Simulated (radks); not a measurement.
Q: The mean radii <r> (bohr) of the occupied orbitals of an atom or ion are listed with their occupations. All-electron calculation, scalar-relativistic Kohn-Sham, SOGGA, spin-polarised, spherical densities, finite nucleus; Fermi nuclear charge, rms radius of each element as measured or else 0.836 A^(1/3) + 0.57 fm. Program: a radial shooting solver on a logarithmic mesh with Libxc functionals.

orbital  occ.      <r>
1s          2  0.03515
2s          2   0.1507
2p          6   0.1308

Name the element and its charge. Open shells, if any, are filled with parallel spins first.

A: Z = 42, molybdenum, charge +32: Mo32+ in [Ne]. The 1s radius gives Z: for a bare nucleus <r> = (2 gamma + 1)/(2Z) with gamma = sqrt(1 - (Z/c)^2), 0.03457 bohr for Z = 42, and screening makes it slightly larger (0.03515 here). The occupations add up to 10, and the charge is Z minus that.
